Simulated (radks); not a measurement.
Question: Radial electron density D(r) = 4 pi r^2 rho(r) of an atom or ion with 28 electrons. Calculated with a radial shooting solver on a logarithmic mesh with Libxc functionals: scalar-relativistic Kohn-Sham, LDA (Slater exchange, Perdew-Wang correlation), spin-polarised, spherical densities, finite nucleus; Fermi nuclear charge, rms radius of each element as measured or else 0.836 A^(1/3) + 0.57 fm.

r (bohr),D(r) (e/bohr),spin D(r)
0.002205,1.136,-0.00000884
0.002526,1.453,-0.0000113
0.002894,1.854,-0.0000143
0.003316,2.357,-0.0000181
0.003799,2.985,-0.0000227
0.004352,3.766,-0.0000283
0.004987,4.727,-0.0000350
0.005713,5.901,-0.0000428
0.006545,7.321,-0.0000516
0.007439,8.908,-0.0000604
0.008523,10.89,-0.0000699
0.009764,13.18,-0.0000780
0.01119,15.79,-0.0000824
0.01282,18.68,-0.0000796
0.01468,21.80,-0.0000635
0.01682,25.03,-0.0000251
0.01927,28.24,0.0000490
0.02208,31.22,0.000178
0.0253,33.74,0.000389
0.02898,35.58,0.000719
0.03321,36.51,0.00122
0.03804,36.44,0.00194
0.04359,35.40,0.00296
0.04994,33.65,0.00436
0.05721,31.62,0.00623
0.06555,29.95,0.00866
0.07509,29.26,0.0118
0.08603,30.03,0.0157
0.09857,32.34,0.0206
0.1129,35.75,0.0272
0.1283,39.07,0.0358
0.147,41.53,0.0490
0.1685,41.75,0.0690
0.193,39.16,0.0993
0.2211,34.18,0.144
0.2533,28.13,0.206
0.2903,22.86,0.286
0.3325,19.87,0.379
0.381,19.66,0.475
0.4365,21.45,0.556
0.5001,23.61,0.606
0.5729,24.51,0.612
0.6564,23.29,0.571
0.752,20.10,0.497
0.8616,15.80,0.407
0.9871,11.40,0.326
1.131,7.634,0.268
1.296,4.815,0.240
1.484,2.914,0.239
1.701,1.728,0.252
1.948,1.026,0.262
2.214,0.6395,0.257
2.537,0.3953,0.229
2.907,0.2448,0.181
3.33,0.1456,0.125
3.815,0.07899,0.0733
4.371,0.03724,0.0360
5.008,0.01464,0.0144
5.737,0.004626,0.00460
6.573,0.001137,0.00113
7.531,0.0002097,0.000210

What is the nuclear charge?

Answer: Z = 30. The innermost maximum, from 1s, lies near gamma/Z bohr with gamma = sqrt(1 - (Z/c)^2) = 0.976, here 0.0325 bohr (found: 0.0351), and its height grows with Z. The density is that of the zinc ion Zn2+ in [Ar] 3d9.5 4p0.5; the configuration itself is not fixed sharply by these data, and Z only to about a unit. D(r) has 3 maxima, at r = 0.0351, 0.159, 0.568 bohr, and minima at 0.0751, 0.360 bohr, inside which lie 2.09, 10.93 electrons.
